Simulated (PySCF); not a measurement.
# One molecule, several mistakes: AlBCH6N cation

These are calculations, not measurements. The program is PySCF 2.14.0, an open-source quantum chemistry code, run on an isolated molecule that a program drew, which may never have been made. The molecule is AlBCH6N cation (charge +1, singlet), drawn as the SMILES string `[BH+][N](C)[AlH2]`.

Each row is a Hartree-Fock (HF) and frozen-core CCSD(T) single point in the cc-pV(D+d)Z basis, meant for a local HF minimum. Run 1 is clean. Each other run has one planted mistake out of seven kinds, and not every kind appears here: one electron removed, one electron added, multiplicity raised by two, geometry at a saddle point, minimal basis STO-3G, one bond length entered in bohr, all coordinates scaled. The reference is restricted for singlets and unrestricted otherwise, and also for a bond in bohr. Adding or removing an electron swaps singlet and doublet. Electrons count all cores. HOMO and LUMO are orbital energies over both spins, the gradient is its largest component, and the lowest frequency (negative if imaginary) is given only where the gradient is small. Bond lengths are over the 9 bonds as drawn. T1 is the CCSD diagnostic: over 0.02 (restricted) or 0.045 (unrestricted) a single reference is doubtful.

Geometry of the clean run:
```xyz
10
AlBCH6N cation, angstrom
B     0.1988    0.6721   -1.8332
N     0.0028    0.0460   -0.7162
C    -0.2124   -1.4389   -0.5800
Al   -0.0059    1.1427    0.8752
H     0.3791    1.2800   -2.8174
H     0.5716   -1.8465    0.0513
H    -0.1807   -1.9168   -1.5545
H    -1.1826   -1.6082   -0.1225
H     0.2350    2.6306    0.4863
H    -0.2472    0.3016    2.1557
```

```
run,electrons,basis functions,<S^2>,HOMO (eV),LUMO (eV),gradient (hartree/bohr),lowest frequency (cm^-1),mean bond (Å),longest bond (Å),T1,HF (hartree),CCSD(T) (hartree),mistake
1,36,95,0.000,-16.84,-3.22,1.0e-05,96,1.3634,1.933,0.0133,-362.20376,-362.69805,no fault
2,37,95,0.778,-4.12,1.23,3.0e-02,-,1.3634,1.933,0.0205,-362.33765,-362.85491,one electron added
3,36,95,2.022,-12.23,-7.06,1.7e-01,-,1.3634,1.933,0.0227,-362.03257,-362.49628,multiplicity raised by two
4,35,95,0.759,-21.71,-14.21,9.9e-02,-,1.3634,1.933,0.0328,-361.62519,-362.07624,one electron removed
5,36,30,0.000,-15.37,0.05,4.1e-02,-,1.3634,1.933,0.0167,-357.90545,-358.14338,minimal basis STO-3G
6,36,95,0.000,-16.63,-3.29,2.6e-02,-,1.4057,1.993,0.0144,-362.19546,-362.69619,?
```

**Which mistake was planted in run 6, and what did it cost?**

The mean and the longest bond both change by the same factor, 1.031, and the gradient is no longer small. So the mistake is: all coordinates scaled. Subtracting run 1 and multiplying by 627.51 kcal/mol a hartree, the energy moved by 5.2 kcal/mol in HF and 1.2 kcal/mol in CCSD(T).

